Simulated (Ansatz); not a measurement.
Compare A (`CN([SiH3])CF`) with its isomer B (`NCC[SiH2]F`).

Isolated molecules relaxed with PBE0-D4/def2-TZVP in Ansatz; ΔE leaves out vibrations. CCSD(T)/CBS is the MP2 limit (def2-TZVPP, def2-QZVPP) plus CCSD(T) − MP2 in def2-TZVPP, frozen cores. Functionals use def2-TZVPP. B3LYP here is the variant with VWN-RPA as its local correlation; programs differ in this. One conformer a species, not always the lowest.

A:

Z-matrix (Å, degrees):
```
C
N 1 1.452
H 1 1.095 2 109.9
H 1 1.095 2 112.7 3 120.8
H 1 1.092 2 110.0 3 -118.4
Si 2 1.733 1 119.3 3 151.0
C 2 1.401 1 115.6 3 -50.4
H 6 1.486 2 107.8 1 -52.3
H 6 1.490 2 114.3 1 67.2
H 6 1.484 2 106.9 1 -172.0
F 7 1.405 2 112.7 1 -72.9
H 7 1.095 2 110.9 1 45.0
H 7 1.092 2 110.7 1 168.2
```

B:

Z-matrix (Å, degrees):
```
C
C 1 1.521
N 1 1.455 2 110.5
H 1 1.095 2 109.4 3 -118.3
H 1 1.101 2 109.1 3 125.6
Si 2 1.858 1 114.8 3 174.7
H 2 1.097 1 110.2 3 -62.8
H 2 1.097 1 109.3 3 53.5
H 3 1.013 1 110.2 2 62.7
H 3 1.013 1 110.7 2 -179.3
F 6 1.606 2 109.8 1 62.2
H 6 1.486 2 111.3 1 -56.0
H 6 1.485 2 111.2 1 -179.1
```

Task: Which is lower in electronic energy at CCSD(T)/CBS, and by how much? (An estimate is asked.)

Result: Computed: B, by 40.3 kcal/mol.

Task: Give E(B) − E(A) in kcal/mol with PBE0-D4, B3LYP, ωB97M-V, r2SCAN-D4, CCSD/def2-TZVPP, HF/def2-TZVPP, B2PLYP. (An estimate is asked.)

Result: Computed: PBE0-D4 -37.6, B3LYP -37.2, ωB97M-V -38.3, r2SCAN-D4 -38.1, CCSD/def2-TZVPP -39.0, HF/def2-TZVPP -38.2, B2PLYP -38.3. None reverses the order clearly.

Largest T1 diagnostic: 0.011.

From PBE to PBE0 (25 % exact exchange), in def2-TZVPP and without D4, E(B) − E(A) moves by −1.4 kcal/mol. The D4 term adds +0.8 kcal/mol with B3LYP and +0.4 kcal/mol with PBE0; it sums over pairs of atoms, weighted by their polarisabilities, and B3LYP, whose exchange is more repulsive, gets the larger term.
